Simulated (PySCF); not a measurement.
Ligands exchanged one at a time, B Br-I. Isolated molecules, 0 K electronic values unless said otherwise. Strings in code marks are SMILES.

The brightest of the four lowest singlets (TDA) from two functionals at the same geometries (B3LYP-D3(BJ)/def2-TZVP), both in PySCF: PBE-D3(BJ)/def2-TZVP and B3LYP-D3(BJ)/def2-TZVP. B3LYP has the VWN-RPA correlation part, as in Gaussian. Excitations are Tamm–Dancoff values on a coarser integration grid. The basis has no diffuse functions, so Rydberg states are missing or too high.

| species | B3LYP-D3(BJ)/def2-TZVP (eV) |
|---|---|
| 0 of 3 Br replaced by I (`BrB(Br)Br`) | 5.89 |
| 1 of 3 Br replaced by I (`BrB(Br)I`) | 5.00 |
| 2 of 3 Br replaced by I (`BrB(I)I`) | 4.68 |
| 3 of 3 Br replaced by I (`B(I)(I)I`) | 4.58 |

Question: What does PBE-D3(BJ)/def2-TZVP give for each?

Answer: 
- 0 of 3 Br replaced by I (`BrB(Br)Br`): 5.54
- 1 of 3 Br replaced by I (`BrB(Br)I`): 4.69
- 2 of 3 Br replaced by I (`BrB(I)I`): 4.38
- 3 of 3 Br replaced by I (`B(I)(I)I`): 4.28
Over these rows, drawn at random from the members with no instability flagged (it was tested for open shells, ions and some series alone), PBE minus B3LYP-D3(BJ): mean -0.31 eV, from -0.35 eV to -0.29 eV.
